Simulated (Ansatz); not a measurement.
Consider the redistribution: `[GeH][Br]` + `[SiH3]NCS` → `[SH][Ge][Br]` + `CN[SiH3]`.

Isolated molecules relaxed with PBE0-D4/def2-TZVP in Ansatz; ΔE leaves out vibrations. CCSD(T)/CBS adds triple-zeta CCSD(T) − MP2 to the extrapolated MP2 energy (def2 sets, frozen cores). DFT in def2-TZVPP. B3LYP here is the variant with VWN-RPA as its local correlation; programs differ in this. For Br, Ge outer-core shells are correlated without core-valence functions, which leaves a few kJ/mol of doubt a bond. Scalar relativity is left out up to krypton. Each species was taken in one conformer, which may not be the lowest.

Is it downhill or uphill in electronic energy at CCSD(T)/CBS, and by how much? (Best estimate.)

The calculation gave: Downhill: ΔE = -38.1 kcal/mol.

What do these levels give: B3LYP-D4, ωB97X-V, ωB97M-V, B2PLYP, PBE, HF/def2-TZVPP, MP2/def2-TZVPP, SCS-MP2/def2-TZVPP, CCSD/def2-TZVPP, HF/def2-QZVPP, MP2/def2-QZVPP, CCSD/CBS(def2)? (Best estimate.)

Computed: B3LYP-D4 -38.5, ωB97X-V -36.5, ωB97M-V -37.3, B2PLYP -38.8, PBE -39.1, HF/def2-TZVPP -35.9, MP2/def2-TZVPP -39.0, SCS-MP2/def2-TZVPP -37.6, CCSD/def2-TZVPP -36.6, HF/def2-QZVPP -35.7, MP2/def2-QZVPP -39.5, CCSD/CBS(def2) -37.5 kcal/mol.

Largest T1 diagnostic among the species: 0.012.

In def2-TZVPP, CCSD(T) changes the Hartree–Fock value by −1.3 kcal/mol (the triples alone add −0.6 kcal/mol) and MP2 by −3.1 kcal/mol.
